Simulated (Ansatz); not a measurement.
C2H9FN2Si, SMILES `CC[Si](N)(N)F`, relaxed with RKS PBE0-D4/def2-TZVP in Ansatz from a GFN2-xTB geometry. The force threshold is 0.005 eV/Å; the program also tests the step.

Charge 0, multiplicity 1.

Start:

```xyz
15

C    -0.889    1.627    0.424
C    -0.915    0.164    0.860
Si    0.311   -0.927   -0.093
N     0.207   -1.045   -1.804
N     1.907   -0.391    0.239
F     0.006   -2.458    0.375
H    -1.586    2.221    1.014
H     0.107    2.043    0.546
H    -1.167    1.718   -0.623
H    -1.926   -0.225    0.731
H    -0.707    0.113    1.930
H     0.329   -0.214   -2.356
H    -0.513   -1.628   -2.196
H     2.162   -0.154    1.183
H     2.672   -0.845   -0.230
```

```
        step  energy (eV)  largest force (eV/Å)  largest move (Å)
           1  -15791.4190                 0.490             0.000
           2  -15791.4546                 0.339             0.050
           3  -15791.4644                 0.107             0.025
4 (rejected)  -15791.4482                 0.614             0.103
           5  -15791.4684                 0.062             0.051
           6  -15791.4691                 0.110             0.032
           7  -15791.4704                 0.032             0.012
8 (rejected)  -15791.4704                 0.019             0.009
           9  -15791.4705                 0.010             0.004
          10  -15791.4705                 0.006             0.003
          11  -15791.4705                 0.006             0.003
          12  -15791.4705                 0.005             0.003
```

End:

```xyz
15

C    -0.888    1.613    0.416
C    -0.883    0.155    0.869
Si    0.289   -0.938   -0.080
N     0.147   -0.995   -1.776
N     1.879   -0.436    0.259
F    -0.064   -2.439    0.379
H    -1.597    2.214    0.990
H     0.099    2.069    0.527
H    -1.167    1.697   -0.638
H    -1.886   -0.278    0.770
H    -0.640    0.085    1.936
H     0.432   -0.228   -2.359
H    -0.523   -1.593   -2.229
H     2.140   -0.087    1.165
H     2.662   -0.839   -0.229
```

Hardware: 2 threads of an AMD EPYC 7R13 on a shared host and a share of an NVIDIA H100 80 GB. Wall time 35 s, peak host memory 0.91 GiB.
